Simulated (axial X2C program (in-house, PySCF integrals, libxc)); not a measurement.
# CsBr⁺: a run with one poor setting

All values were computed with an in-house relativistic program for diatomic molecules. Spin-free means the one-electron spin-free X2C Hamiltonian. Basis: Cs dyall-v2z [12s13p7d], Br dyall-v2z [7s8p5d] (cores contracted in-house); Gaussian nuclei, density fitting, unrestricted open shells. Masses: Cs 132.905 u, Br 78.918 u.

One setting of this run was spoiled on purpose, so its numbers are not properties of CsBr⁺. Level: PBE, spin-free; state M_S = 1/2, Λ = 1 (beyond evenly filled blocks: π+α, π+β, π-α).

| R (Å) | E − E(lowest point) (eV) | SCF iterations |
| --- | --- | --- |
| 3.119 | 0.1360 | 9 |
| 3.262 | 0.0439 | 7 |
| 3.370 | 0.0118 | 7 |
| 3.477 | 0.0000 | 7 |
| 3.585 | 0.0011 | 6 |
| 3.711 | 0.0117 | 7 |
| 3.836 | 0.0273 | 7 |
| 3.997 | 0.0504 | 7 |
| 4.194 | 0.0788 | 7 |
| 4.481 | 0.1137 | 7 |

Fit: Re 3.518 Å, ωe 70.4 cm⁻¹, residual 0.84 microhartree, De 0.11 eV.

Output at the reference distance:

```
spin-free X2C-1e  PBE
basis functions 142  fitting functions 817  grid points 528
iter        total energy     max residual
   1     -10391.507381112     1.41e-01
   2     -10391.510897770     6.20e-03
   3     -10391.510901568     7.18e-03
   4     -10391.511005603     1.81e-04
   5     -10391.511005649     4.82e-05
   6     -10391.511005654     8.59e-06
converged
one-electron -14819.56787165  Coulomb 4430.36929870  exact exchange 0.00000000  xc functional -286.45919170  nuclear repulsion 284.14675900
```

Question: Which setting was spoiled?
A. too few iterations allowed
B. integration grid too coarse
C. an excited determinant was followed
D. density fitting set too sparse
E. virtual space cut too low

Answer: B. Integration grid too coarse: 45 radial and 6 angular points an atom against the usual 100 and 30 (atoms up to Ar take three quarters of the radial points).
